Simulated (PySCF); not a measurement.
Ga(OH)2(SeH) (GaH3O2Se), SMILES [OH][Ga]([OH])[SeH]. Atoms are numbered in the order given.

```xyz
7

Ga     0.0026     0.7559     0.0000
O      1.4334     1.8146     0.0000
H      2.2836     1.3642     0.0000
O     -1.5768     1.5677     0.0000
H     -1.5021     2.5285     0.0000
Se     0.0502    -1.5532     0.0000
H     -1.4212    -1.5763     0.0000
```

Coordinates come from a PBE0-D3(BJ)/def2-SVP optimisation. One conformer was computed; it need not be the lowest.

Method: TDA-PBE0/def2-SVPD in PySCF.

Vertical excitations. The molecule is in vacuum. State labels are in the subgroup Cs.

| state | symmetry | energy (eV) | λ (nm) | f | main pairs |
|---|---|---|---|---|---|
| S1 | A" | 5.02 | 247 | 0.026 | HOMO→LUMO 96 % |
| S2 | A" | 5.66 | 219 | 0.004 | HOMO→LUMO+1 96 % |
| S3 | A' | 6.15 | 202 | 0.006 | HOMO→LUMO+2 75 %, HOMO−1→LUMO 21 % |
| S4 | A" | 6.35 | 195 | 0.000 | HOMO−2→LUMO 96 % |
| S5 | A" | 7.02 | 177 | 0.027 | HOMO→LUMO+3 90 % |
| S6 | A' | 7.03 | 176 | 0.347 | HOMO−1→LUMO 56 %, HOMO−1→LUMO+1 23 %, HOMO→LUMO+2 9 % |
| S7 | A" | 7.13 | 174 | 0.076 | HOMO−3→LUMO 86 % |
| S8 | A' | 7.24 | 171 | 0.024 | HOMO−4→LUMO 63 %, HOMO−2→LUMO+2 30 % |
| S9 | A" | 7.25 | 171 | 0.002 | HOMO→LUMO+4 84 % |
| S10 | A" | 7.40 | 168 | 0.005 | HOMO−1→LUMO+2 86 % |
| T1 | A" | 4.66 | 266 | 0 | HOMO→LUMO 93 % |
| T2 | A" | 5.20 | 239 | 0 | HOMO→LUMO+1 92 % |
| T3 | A' | 5.48 | 226 | 0 | HOMO→LUMO+2 90 % |
| T4 | A' | 5.97 | 208 | 0 | HOMO−1→LUMO 83 % |
Triplets are in the Tamm–Dancoff approximation.
